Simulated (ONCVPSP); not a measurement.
**cerium, ONCV: configuration errors across variants**

* Element: Ce
* Generator: ONCVPSP 4.0.1
* Type: optimised norm-conserving Vanderbilt (ONCV)
* Functional: LDA (Perdew-Wang 92)
* Relativity: scalar-relativistic
* Frozen core: [Kr]
* Valence charge: 22
* Reference configuration: 4d10 4f0.5 5s2 5p6 5d1.5 6s2
* Partial waves: 5s+6s: rc 2.80 bohr, ncon 5, nbas 8, qcut 3.5 1/bohr, 2 projectors; 5p: rc 2.05 bohr, ncon 4, nbas 9, qcut 5.8 1/bohr, 2 projectors, debl 1.9 Ha; 4d+5d: rc 1.40 bohr, ncon 3, nbas 8, qcut 11 1/bohr, 3 projectors, debl 3.9 Ha; 4f: rc 1.30 bohr, ncon 3, nbas 7, qcut 12.1 1/bohr, 2 projectors, debl 1.3 Ha
* Local potential: polynomial inside 1.05 bohr (lpopt 4, dvloc0 6 Ha)
* Core correction: none

All-electron excitation energies from the reference (eV): (1) 4d10 4f1 5s2 5p6 5d1 6s2 -1.838; (2) 4d10 4f1 5s2 5p6 5d1 6s1 4.427; (3) 4d10 4f1 5s2 5p6 5d1 6s0 15.768.

1 further variants failed, have other tests or another functional or relativity, and are left out.

A true bound ghost makes a file unfit for plane-wave use even where its test errors are small: the radial tests pick states by their node count and pass the ghost by.

Errors AE − PS in meV (a dash: test not solved or not reliable):

| change | (1) | (2) | (3) | bound ghosts | GHOST(+) flags above zero |
| --- | --- | --- | --- | --- | --- |
| base | +41 | +53 | +73 | none | s, p |
| p: qcut 8 | +33 | +47 | +69 | none | s, p |
| f: rc 1.94 | +122 | +130 | +142 | none | s, p |
| local potential polynomial inside 1.05 bohr (lpopt 4, dvloc0 9.5 Ha) | +37 | +51 | +72 | none | s |
| s: ncon 4, nbas 7 | +47 | +60 | +81 | none | s, p |
| p: qcut 3.4 | +53 | +64 | +81 | none | s |
| core correction Teter function, fcfact 5.75, rcfact 1.3 | +37 | +50 | +70 | none | s, p |
| local potential polynomial inside 0.80 bohr (lpopt 5, dvloc0 0 Ha) | +36 | +50 | +72 | s, p | s |
| s: qcut 4.5; p: qcut 7.5; d: qcut 14.2; f: qcut 15.7 | +6.3 | +17 | +34 | none | s, p |
| all radii scaled by about 1.08 (s 3.02, p 2.22, d 1.52, f 1.40 bohr); local potential polynomial inside 1.14 bohr (lpopt 4, dvloc0 6 Ha) | +53 | +67 | +88 | none | s |

Question: Give the same row for: d: rc 1.92.

Answer: +42, +55, +75; bound ghosts: none; GHOST(+) flags above zero: s, p.
